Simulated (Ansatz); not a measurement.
```yaml
crystal:
  periodic: [false, false, false]
  atoms:
    - {symbol: F, position_ang: [-0.052752, -1.204458, 0.666101]}
    - {symbol: C, position_ang: [0.117408, 0.050758, 0.279998]}
    - {symbol: I, position_ang: [-1.167338, 0.738779, -1.178316]}
    - {symbol: H, position_ang: [1.158282, 0.354622, 0.211816]}
basis:
  gaussian: {orbitals: def2-SVPD}
magnetization: {spin_polarized: true, initial_magnetization: 1}
hamiltonian: {xc: {name: PBE}}
```

```sh
$ ansatz run in.yaml --threads 2 --pin off --events-out ev --progress --plain --max-ram 22528MiB --backend cpu
```

It prints (some lines left out):

```
Functional definition: PBE
799 factors; their error is unknown
mean field evaluation 1: about -11857.4958 eV, gradient 2.9e1 eV
mean field evaluation 2: about -11832.7410 eV, gradient 6.4e1 eV
mean field evaluation 4: about -11862.0194 eV, gradient 5.1e0 eV
mean field evaluation 8: about -11862.1215 eV, gradient 1.2e-1 eV
mean field evaluation 16: about -11862.0936 eV, gradient 1.4e-4 eV
mean field -11862.09364964 eV, -435.9239012084 hartree, gradient 3.3e-5 eV, S^2 0.753045; 0 other end points of the search recorded, 0 dependent functions left out
reference -11862.09370342 eV, -435.9239031847 hartree; 21, 20 occupied and 65, 66 virtual orbitals, 799 factors
Total energy: -11862.09370342 eV, -435.9239031847 hartree
```

Hardware: 2 threads of an AMD EPYC 7R13 on a shared host. Wall time 1.1 s, peak host memory 0.28 GiB.
